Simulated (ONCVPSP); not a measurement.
Before and after: ONCV potential for Zr

* Element: Zr (Z = 40)
* Generator: ONCVPSP 4.0.1
* Type: optimised norm-conserving Vanderbilt (ONCV)
* Functional: revPBE
* Relativity: scalar-relativistic
* Frozen core: [Kr]
* Valence charge: 4
* Reference configuration: 4d2 5s2
* Partial waves: 5s: rc 2.70 bohr, ncon 3, nbas 7, qcut 2.4 1/bohr, 2 projectors, debl 2.3 Ha; p scattering state at 0.03 Ha: rc 2.85 bohr, ncon 4, nbas 8, qcut 2.5 1/bohr, 2 projectors, debl 3.9 Ha; 4d: rc 1.80 bohr, ncon 4, nbas 9, qcut 6 1/bohr, local
* Local potential: the d channel
* Core correction: none

In the p channel the program set the typed energies aside and used 0.050, 3.950 Ha.

Change: s: rc 3.46.

Cutoffs: the cutoffs (Ha) at which the residual kinetic energy of the hardest occupied pseudo-wave falls to 1 and 0.1 mHa per electron; they do not see the model core or the augmentation charge, which bear on the density cutoff. Errors are all-electron minus pseudo energies relative to the spin-unpolarised reference configuration.

Q: Predict the effect on cutoff, ghosts and configuration errors.

A: The potential gets neither clearly harder nor softer (14 Ha and 17 Ha → 14 Ha and 17 Ha); the bound ghost in s disappears; the lowest positive-energy flag moves from none to s at 7.4 eV; the number of tests with a reliable result goes from 4 to 2.

```csv
quantity,base,changed
"cutoff, loose",14 Ha,14 Ha
"cutoff, tight",17 Ha,17 Ha
loose cutoff by channel,"s 2.2 Ha, d 14 Ha","s 2.0 Ha, d 14 Ha"
bound ghosts,s,none
GHOST(+) flags under 300 eV,none,s at 7.4 eV
tests with a reliable result,4 of 4,2 of 4
"error for 4d2 5s1, meV [ΔE 7.07 eV]",-6.9,-3.2
"error for 4d3 5s0, meV [ΔE 7.40 eV]",+15,+24
p: phases at 2.90 bohr within 0.05 rad from the reference energy up to (Ha; the scan ends near 5),0.6,0.6
d: phases at 1.83 bohr within 0.05 rad from the reference energy up to (Ha; the scan ends near 5),3.5,3.5
```

 A true bound ghost makes a file unfit for plane-wave use even where its test errors are small: the radial tests pick states by their node count and pass the ghost by.
